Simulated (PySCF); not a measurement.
PBE0 on Ti- (titanium, charge -1), [Ar] 3d3 4s2, high-spin 4F determinant. All numbers are calculated (PySCF 2.14, the non-relativistic Hamiltonian (point nucleus), in aug-cc-pVDZ (7s6p4d2f, 59 functions)).

```
cycle= 1 E= -849.173935110148  delta_E= -0.0114  |g|= 0.0206  |ddm|= 1.98
cycle= 2 E= -849.175564768339  delta_E= -0.00163  |g|= 0.0101  |ddm|= 0.525
cycle= 3 E= -849.175886410949  delta_E= -0.000322  |g|= 0.0123  |ddm|= 0.17
cycle= 4 E= -849.176147823362  delta_E= -0.000261  |g|= 0.00189  |ddm|= 0.161
cycle= 5 E= -849.176172457039  delta_E= -2.46e-05  |g|= 0.000337  |ddm|= 0.0515
cycle= 6 E= -849.176172894324  delta_E= -4.37e-07  |g|= 0.000168  |ddm|= 0.00512
cycle= 7 E= -849.176172950332  delta_E= -5.6e-08  |g|= 8.12e-06  |ddm|= 0.00162
cycle= 8 E= -849.17617295061  delta_E= -2.78e-10  |g|= 2.05e-06  |ddm|= 0.000168
converged SCF energy = -849.17617295061  <S^2> = 3.7907729  2S+1 = 4.0203347
```

Highest occupied orbital energy: 0.818 eV; ⟨L²⟩ = 12.01; populations by l: s 8.00, p 12.00, d 3.00, f 0.00.

**Question.** Can this result be used?

**Answer.** With care. The run converged. At PBE0 the highest occupied level has a positive energy, so only the finite basis holds that electron; in a semilocal or global hybrid functional this comes from self-interaction and does not mean that the real anion is unbound.
